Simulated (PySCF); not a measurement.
B(H)(SMe)2, C2H7BS2, SMILES S(BSC)C (PBE0/def2-SVP optimised geometry):

```
12

B     -0.027    -0.158     0.000
H     -0.638     0.884     0.000
S      1.760    -0.158     0.000
C      2.156     1.617     0.001
H      1.760     2.108    -0.897
H      3.250     1.702     0.002
H      1.759     2.107     0.900
S     -0.900    -1.717     0.000
C     -2.641    -1.195    -0.002
H     -2.876    -0.608     0.896
H     -3.250    -2.108     0.000
H     -2.875    -0.611    -0.901
```

Method: PBE0/def2-TZVP (PySCF 2.14.0).

What are the frontier orbital energies and the dipole moment?

HOMO-2 -8.33 eV, HOMO-1 -8.20 eV, HOMO -6.69 eV, LUMO -0.77 eV, LUMO+1 0.40 eV; dipole moment 2.26 D.

On the same geometry PBE/def2-TZVP (PySCF) gives HOMO-2 -7.06 eV, HOMO-1 -6.96 eV, HOMO -5.59 eV, LUMO -1.62 eV, LUMO+1 -0.58 eV; dipole moment 2.10 D.

Meta-Löwdin charges at PBE0/def2-TZVP: B1 -0.23, H2 0.02, S3 0.10, C4 -0.40, H5 0.13, H6 0.14, H7 0.13, S8 0.10, C9 -0.40, H10 0.13, H11 0.14, H12 0.13.
